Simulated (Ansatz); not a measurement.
```yaml
crystal:
  periodic: [false, false, false]
  atoms:
    - {symbol: Ba, position_ang: [0.508589, 0.865937, -1.408715]}
    - {symbol: Ba, position_ang: [-0.508818, -0.865570, 1.408856]}
    - {symbol: O, position_ang: [-1.144163, -0.466255, -0.699542]}
    - {symbol: O, position_ang: [1.144392, 0.465888, 0.699401]}
basis:
  gaussian: {orbitals: def2-TZVPD}
hamiltonian: {xc: {name: wB97M-V}, dispersion: d2}
scf: {lower_state_search: off}
output: {forces: true}
```

```sh
$ ansatz run in.yaml --threads 4 --pin off --events-out ev --progress --plain --max-ram 3916MiB
```

Output, abridged:

```
Error: YAML parse error: error: line 10 column 48: hamiltonian.dispersion: `d2` is not `none`, `rvv10`, `d3bj`, `d3bjatm`, `d4` or a map `{method: …, s8: …, a1: …, a2_bohr: …}` (numbers without units, a2 in bohr) or `{method: …, functional: …}`
 8 | basis:
 9 |   gaussian: {orbitals: def2-TZVPD}
10 | hamiltonian: {xc: {name: wB97M-V}, dispersion: d2}
11 | scf: {lower_state_search: off}
12 | output: {forces: true}
```

(1) What is wrong with this run?

## Answers

(1) The program holds no damping parameters for this pairing of functional and dispersion term, so they'd have to be typed. The input was rejected before any iteration.
